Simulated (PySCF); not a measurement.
digallium oxide (Ga2O), SMILES [O]([Ga])[Ga] (connectivity only; charge and spin as stated), neutral, multiplicity 1. Heavy atoms are numbered as in [Ga:1][O:2][Ga:3].

Geometry optimised at PBE0-D3(BJ)/def2-TZVP.

Computed with B3LYP/def2-TZVPD in PySCF.

Mulliken values depend strongly on the basis, most of all with diffuse functions as here. ESP charges are fitted to the potential on shells at 1.4 to 2.0 van der Waals radii. Atomic charges (e), one atom of each kind:

```tsv
atom	ESP fit	Mulliken
Ga1	0.00	-0.15
O2	-0.01	0.30
```
